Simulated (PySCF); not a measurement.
## S: excitation energy

S [Ne] 3s2 3p4 (3P) → S [Ne] 3s1 3p4 3d1 (high-spin determinant), as a difference of total energies. Computed with PySCF 2.14 in dyall-acv3z (19s12p6d4f, 113 functions), with scalar relativity by spin-free X2C-1e. Correlated levels: valence: [Ne] frozen; virtual orbitals above 40 to 60 times the deepest correlated orbital energy dropped. The calculations carry no spin-orbit coupling.

```csv
method,excitation energy (eV)
UHF,18.443
MP2 (valence),18.974
SCS-MP2 (valence),19.166
CCSD (valence),18.501
CCSD(T) (valence),18.309
```

Task: How much does correlation contribute at CCSD(T) (valence)?

Result: 18.309 − (18.443) = -0.134 eV, measured against UHF.

The upper state lies above the first ionisation limit, where it may autoionise and the basis confines it.

The promoted electron is Rydberg-like, and one or two diffuse shells describe it only roughly, which tends to raise the upper state.

The coupled-cluster amplitudes are large for the upper state (T1 above 0.03 or a double amplitude above 0.15), so a single reference is strained.

The determinant of the upper state mixes LS terms, which raises its energy above the lowest term, most at the Hartree-Fock and MP2 levels.
